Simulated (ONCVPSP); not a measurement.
N, ONCV: configuration errors across variants

| Quantity | Value |
| --- | --- |
| Element | nitrogen |
| Generator | ONCVPSP 4.0.1 |
| Type | optimised norm-conserving Vanderbilt (ONCV) |
| Functional | PW91 |
| Relativity | scalar-relativistic |
| Frozen core | [He] |
| Valence charge | 5 |
| Reference configuration | 2s2 2p2 (charge +1) |
| Partial waves | 2s: rc 0.70 bohr, ncon 4, nbas 7, qcut 9.2 1/bohr, 2 projectors, debl 1.8 Ha; 2p: rc 1.35 bohr, ncon 3, nbas 7, qcut 12 1/bohr, 1 projector |
| Local potential | polynomial inside 0.50 bohr (lpopt 5, dvloc0 2 Ha) |
| Core correction | polynomial model core, fcfact 0.35 |

All-electron excitation energies from the reference (eV): (1) 2s2 2p3 -13.672; (2) 2s2 2p1 28.954; (3) 2s2 2p0 76.143; (4) 2s1 2p4 -2.189.

2 further variants failed, have other tests or another functional or relativity, and are left out.

A true bound ghost makes a file unfit for plane-wave use even where its test errors are small: the radial tests pick states by their node count and pass the ghost by.

Errors AE − PS in meV (a dash: test not solved or not reliable):

| change | (1) | (2) | (3) | (4) | bound ghosts | GHOST(+) flags above zero |
| --- | --- | --- | --- | --- | --- | --- |
| base | +4.1 | +21 | +167 | +23 | s | none |
| s: ncon 3, nbas 6 | +3.8 | +20 | +161 | +17 | s | none |
| all radii but the core radius scaled by about 1.12 (s 0.78, p 1.52 bohr); local potential polynomial inside 0.56 bohr (lpopt 5, dvloc0 2 Ha) | +6.7 | +34 | +263 | +27 | none | s |
| p: qcut 16.1 | +3.0 | +15 | +124 | +17 | s | none |
| core correction polynomial model core, fcfact 0.64 | +3.9 | +19 | +156 | +21 | s | none |

Question: Give the same row for: local potential polynomial inside 0.65 bohr (lpopt 5, dvloc0 6 Ha).

Answer: +4.0, +21, +167, +22; bound ghosts: s; GHOST(+) flags above zero: none.
